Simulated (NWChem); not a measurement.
Extrapolating the CCSD(T) correlation energy of CH3Li

```
C
H 1 1.1088
H 1 1.1088 2 105.03
H 1 1.1088 2 105.03 3 110.50
Li 1 1.9721 2 113.61 4 124.75
```
Charge 0, spin multiplicity 1.

Program: NWChem. The geometry was optimised at PBE0/def2-SVP, a minimum by its harmonic frequencies.

The correlated methods keep 1 core orbital frozen. The structure started from a generated list of species. Coupled-cluster values serve here as a point of comparison, not as the truth.

Worked example. The CCSD(T) correlation energy is -193.72 mHa in cc-pVDZ and -246.50 mHa in cc-pVTZ. The form E(X) = E∞ + A/X³ turns the pair into an estimate of the basis-set limit.

E∞ = (3³·(-246.50) − 2³·(-193.72))/(3³ − 2³) = -268.7 mHa. The larger basis holds 92 % of that, at about 10 times the processor time of the smaller one. This is a two-point estimate, and a rough one from so small a pair.
